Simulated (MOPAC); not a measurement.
A run for MOPAC: PM3 on C3H7B (SMILES BCC=C), a point of a torsion scan.

```
PM3 1SCF PRECISE CHARGE=0 THREADS=1
C3H7B

B     -1.48256172 1     0.96923690 1     0.60475547 1
C     -0.66188281 1     0.10235887 1    -0.41679041 1
C      0.49646383 1    -0.68252957 1     0.12240221 1
C      0.39573105 1    -1.61613851 1     1.05083955 1
H     -1.27536284 1     0.91539099 1     1.75300142 1
H     -2.32881342 1     1.66520540 1     0.19468728 1
H     -0.33905196 1     0.70466163 1    -1.26930008 1
H     -1.39396668 1    -0.60144007 1    -0.83526923 1
H      1.47108752 1    -0.42544284 1    -0.27326845 1
H     -0.55793472 1    -1.89124363 1     1.47159944 1
H      1.25372173 1    -2.14940382 1     1.42303204 1
```

Program output:

```
*******************************************************************************
 **                                                                           **
 **                              MOPAC v23.2.5                                **
 **                                                                           **
 *******************************************************************************
 ** MOPAC's Digital Object Identifier: https://doi.org/10.5281/zenodo.6511958 **
 **                                                                           **
 ** Please cite the open-source release paper for use of this MOPAC version:  **
 ** J. E. Moussa and J. J. P. Stewart (2026)                                  **
 ** MOPAC: An open-source semiempirical molecular orbital program             **
 ** J. Open Source Softw., 11(119), 8025, https://doi.org/10.21105/joss.08025 **
 *******************************************************************************

                              PM3 CALCULATION RESULTS

 *******************************************************************************
 *  PM3        - The PM3 Hamiltonian to be used
 *
 *
 *
 *                 CHARGE ON SYSTEM = 0
 *
 *
 *
 *  PRECISE    - TIGHTER CRITERIA TO BE USED
 *  1SCF       - DO 1 SCF AND THEN STOP
 *  THREADS=1  - MULTI-THREADING NOT USED
 *  T=         - A TIME OF 172800.0 SECONDS REQUESTED
 *  DUMP=N     - RESTART FILE WRITTEN EVERY 7200.0 SECONDS REQUESTED
 *******************************************************************************
PM3 1SCF PRECISE CHARGE=0 THREADS=1
 C3H7B

   ATOM   CHEMICAL          X               Y               Z
  NUMBER   SYMBOL      (ANGSTROMS)     (ANGSTROMS)     (ANGSTROMS)

     1       B         -1.48256172  *   0.96923690  *   0.60475547  *
     2       C         -0.66188281  *   0.10235887  *  -0.41679041  *
     3       C          0.49646383  *  -0.68252957  *   0.12240221  *
     4       C          0.39573105  *  -1.61613851  *   1.05083955  *
     5       H         -1.27536284  *   0.91539099  *   1.75300142  *
     6       H         -2.32881342  *   1.66520540  *   0.19468728  *
     7       H         -0.33905196  *   0.70466163  *  -1.26930008  *
     8       H         -1.39396668  *  -0.60144007  *  -0.83526923  *
     9       H          1.47108752  *  -0.42544284  *  -0.27326845  *
    10       H         -0.55793472  *  -1.89124363  *   1.47159944  *
    11       H          1.25372173  *  -2.14940382  *   1.42303204  *



          CARTESIAN COORDINATES

    NO.       ATOM           X           Y           Z

     1         B         -1.4826      0.9692      0.6048
     2         C         -0.6619      0.1024     -0.4168
     3         C          0.4965     -0.6825      0.1224
     4         C          0.3957     -1.6161      1.0508
     5         H         -1.2754      0.9154      1.7530
     6         H         -2.3288      1.6652      0.1947
     7         H         -0.3391      0.7047     -1.2693
     8         H         -1.3940     -0.6014     -0.8353
     9         H          1.4711     -0.4254     -0.2733
    10         H         -0.5579     -1.8912      1.4716
    11         H          1.2537     -2.1494      1.4230

  H: (PM3): J. J. P. STEWART, J. COMP. CHEM. 10, 209 (1989).
  B: (PM3): J. J. P. STEWART, J. MOL. MOD., 10, 155-164 (2004)
  C: (PM3): J. J. P. STEWART, J. COMP. CHEM. 10, 209 (1989).

           Empirical Formula: C3 H7 B  =    11 atoms



      MOLECULAR POINT GROUP   :   C1


      RHF CALCULATION, NO. OF DOUBLY OCCUPIED LEVELS = 11


 -------------------------------------------------------------------------------
 PM3 1SCF PRECISE CHARGE=0 THREADS=1
 C3H7B



     1SCF WAS SPECIFIED, SO BFGS WAS NOT USED
     SCF FIELD WAS ACHIEVED


                              PM3 CALCULATION
                                                       MOPAC v23.2.5 Linux




          FINAL HEAT OF FORMATION =         38.60114 KCAL/MOL =     161.50716 KJ/MOL


          COSMO AREA              =        111.09 SQUARE ANGSTROMS
          COSMO VOLUME            =         96.95 CUBIC ANGSTROMS

          IONIZATION POTENTIAL    =         10.125011 EV
          HOMO LUMO ENERGIES (EV) =        -10.125  0.440
          NO. OF FILLED LEVELS    =         11
          MOLECULAR WEIGHT        =         53.8983         POINT GROUP:  C1

          MOLECULAR DIMENSIONS (Angstroms)

            Atom       Atom       Distance
            H    11    H     6     5.37537
            H     7    H     5     3.16994
            H     8    H     9     2.19862


          SCF CALCULATIONS        =          1





   ATOM   CHEMICAL          X               Y               Z
  NUMBER   SYMBOL      (ANGSTROMS)     (ANGSTROMS)     (ANGSTROMS)

     1       B         -1.48256172  *   0.96923690  *   0.60475547  *
     2       C         -0.66188281  *   0.10235887  *  -0.41679041  *
     3       C          0.49646383  *  -0.68252957  *   0.12240221  *
     4       C          0.39573105  *  -1.61613851  *   1.05083955  *
     5       H         -1.27536284  *   0.91539099  *   1.75300142  *
     6       H         -2.32881342  *   1.66520540  *   0.19468728  *
     7       H         -0.33905196  *   0.70466163  *  -1.26930008  *
     8       H         -1.39396668  *  -0.60144007  *  -0.83526923  *
     9       H          1.47108752  *  -0.42544284  *  -0.27326845  *
    10       H         -0.55793472  *  -1.89124363  *   1.47159944  *
    11       H          1.25372173  *  -2.14940382  *   1.42303204  *

                             CARTESIAN COORDINATES

   1    B       -1.482561720     0.969236900     0.604755470
   2    C       -0.661882810     0.102358870    -0.416790410
   3    C        0.496463830    -0.682529570     0.122402210
   4    C        0.395731050    -1.616138510     1.050839550
   5    H       -1.275362840     0.915390990     1.753001420
   6    H       -2.328813420     1.665205400     0.194687280
   7    H       -0.339051960     0.704661630    -1.269300080
   8    H       -1.393966680    -0.601440070    -0.835269230
   9    H        1.471087520    -0.425442840    -0.273268450
  10    H       -0.557934720    -1.891243630     1.471599440
  11    H        1.253721730    -2.149403820     1.423032040


           Empirical Formula: C3 H7 B  =    11 atoms



      MOLECULAR POINT GROUP   :   C1


                  EIGENVALUES
 -36.03479 -27.92415 -21.50829 -18.86946 -16.80957 -15.45353 -13.81541 -13.50093
 -12.36526 -11.94503 -10.12501   0.43996   1.21215   3.37887   3.79685   3.82356
   3.98332   4.11572   4.26644   4.40173   4.71056   5.65927   5.83448


              NET ATOMIC CHARGES AND DIPOLE CONTRIBUTIONS

  ATOM NO.   TYPE          CHARGE      No. of ELECS.   s-Pop       p-Pop
    1          B          -0.085150        3.0852     1.10561     1.97954
    2          C          -0.125979        4.1260     1.12283     3.00314
    3          C          -0.116156        4.1162     1.18906     2.92710
    4          C          -0.170379        4.1704     1.17854     2.99184
    5          H           0.038417        0.9616     0.96158
    6          H           0.019695        0.9803     0.98031
    7          H           0.088902        0.9111     0.91110
    8          H           0.098391        0.9016     0.90161
    9          H           0.089700        0.9103     0.91030
   10          H           0.080222        0.9198     0.91978
   11          H           0.082340        0.9177     0.91766
 DIPOLE           X         Y         Z       TOTAL
 POINT-CHG.     0.062    -0.174    -0.506     0.539
 HYBRID         0.057    -0.188    -0.208     0.286
 SUM            0.118    -0.362    -0.714     0.809


          ATOMIC ORBITAL ELECTRON POPULATIONS

     Atom    s        px        py        pz
    1  B   1.10561   0.57905   0.45380   0.94670
    2  C   1.12283   0.97752   1.00506   1.02056
    3  C   1.18906   0.97469   0.97008   0.98234
    4  C   1.17854   1.01080   0.99502   0.98603
    5  H   0.96158
    6  H   0.98031
    7  H   0.91110
    8  H   0.90161
    9  H   0.91030
   10  H   0.91978
   11  H   0.91766

 **********************
 *                    *
 * JOB ENDED NORMALLY *
 *                    *
 **********************




 == MOPAC DONE ==
```

The run finished.

Cost: very roughly 0.020 core-seconds.
